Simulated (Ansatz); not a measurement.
Abridged output of a molecular run in Ansatz:

```
Functional definition: HF
1945 factors; integrals over basis functions are off by at most 9.6e-4 eV
mean field evaluation 1: about -83569.2079 eV, gradient 4.8e1 eV
mean field evaluation 2: about -83569.5284 eV, gradient 4.9e1 eV
mean field evaluation 4: about -83574.3866 eV, gradient 4.6e0 eV
mean field evaluation 8: about -83574.4604 eV, gradient 3.1e-1 eV
mean field -83574.46078877 eV, -3071.3047851832 hartree, gradient 5.5e-6 eV, S^2 0.000000; 0 other end points of the search recorded, 0 dependent functions left out
18 core orbitals not correlated: weight in the atoms' cores, before any rotation towards them, 1.000 or more for the frozen orbitals, at most 0.000 for the correlated occupied ones
reference -83574.46078877 eV, -3071.3047851832 hartree; 24, 24 occupied and 284, 284 virtual orbitals, 1945 factors
second order -32.53908121 eV of doubles, -0.00000000 eV of singles
cycle   1  -32.90688432 eV  change   -3.7e-1 eV  update   1.1e-1
cycle   2  -33.61767934 eV  change   -7.1e-1 eV  update   3.0e-2
cycle   3  -33.74972425 eV  change   -1.3e-1 eV  update   1.4e-2
cycle   4  -33.73603313 eV  change    1.4e-2 eV  update   3.1e-3
cycle   5  -33.73583601 eV  change    2.0e-4 eV  update   1.4e-3
cycle   6  -33.73640787 eV  change   -5.7e-4 eV  update   4.0e-4
cycle   7  -33.73613673 eV  change    2.7e-4 eV  update   1.6e-4
cycle   8  -33.73609521 eV  change    4.2e-5 eV  update   4.7e-5
perturbative correction -1.25926588 eV, -0.0462771674 hartree
Total energy: -83609.45614986 eV, -3072.5908409825 hartree
```

Its atoms:

```xyz
14

C     1.7352    1.0870    0.3645
O     0.7999    0.9419   -0.6829
Si   -0.4142   -0.1497   -0.6614
C    -1.6787    0.1460    0.6590
N     0.2392   -1.7128   -0.4632
Br   -1.3860    0.1645   -2.6492
H     2.0975    0.1170    0.7197
H     1.2976    1.6300    1.2090
H     2.5812    1.6625   -0.0144
H    -2.4947   -0.5769    0.5895
H    -1.2268    0.0620    1.6509
H    -2.1064    1.1447    0.5538
H     0.9157   -2.0565   -1.1275
H    -0.3594   -2.4596   -0.1477
```

Which basis set was used?
A. def2-TZVPPD
B. def2-QZVPP
C. def2-TZVPP
D. cc-pV(Q+d)Z

C. It gives 326 functions.

Write the keys of the input that set method, charge and spin (a neutral closed shell needs none for the last two).


```yaml
correlation: {method: ccsd_t}
```
